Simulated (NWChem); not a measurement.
Molecule: CH$_{3}$Cd, doublet; SMILES [CH3][Cd]

Program: NWChem. Spin-unrestricted. In the optimisation the excess spin sits in a1 (C3v, its own frame). The geometry was optimised at PBE0/def2-SVP, spin-unrestricted. This spin state was assumed; another may lie lower. No stability test was run on the SCF state. def2 effective core potentials on Cd; no spin-orbit coupling.

**Question.** What does the run give for KT2/def2-SVP? Quantities: highest occupied level (eV); lowest empty minus highest occupied level, either spin (eV); dipole (D); <S²>.

**Answer.** 
```yaml
highest occupied level (eV): -4.17
lowest empty minus highest occupied level, either spin (eV): 1.20
dipole (D): 0.33
"<S²>": 0.755
```
